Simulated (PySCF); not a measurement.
**Working out the excitation energy of Ne⁺**

Ne⁺ [He] 2s2 2p5 (2P) → Ne⁺ [He] 2s1 2p5 3s1 (4P). Computed with PySCF 2.14 in aug-cc-pVTZ-DK, with scalar relativity by spin-free X2C-1e. Frozen: 1s2. Energies in hartree (1 hartree = 27.21139 eV):

```tsv
part	Ne⁺ (lower)	Ne⁺ (upper)
UHF	-127.947218	-126.010435
MP2 opposite-spin	-0.152242	-0.163785
MP2 same-spin	-0.048022	-0.044600
```

**Question.** What does Hartree-Fock give?

**Answer.** (-126.010435) − (-127.947218) = 1.936783 hartree = 52.703 eV.

**Question.** What do MP2 and SCS-MP2 (6/5 opposite-spin, 1/3 same-spin) give?

**Answer.** The opposite-spin parts differ by -0.314 eV and the same-spin parts by 0.093 eV. MP2: 52.703 + (-0.314) + (0.093) = 52.482 eV. SCS-MP2: 52.703 + 1.2 × (-0.314) + (0.093)/3 = 52.357 eV.

The upper state lies above the first ionisation limit, where it may autoionise and the basis confines it. A Rydberg-like electron needs more diffuse functions than a valence basis has.
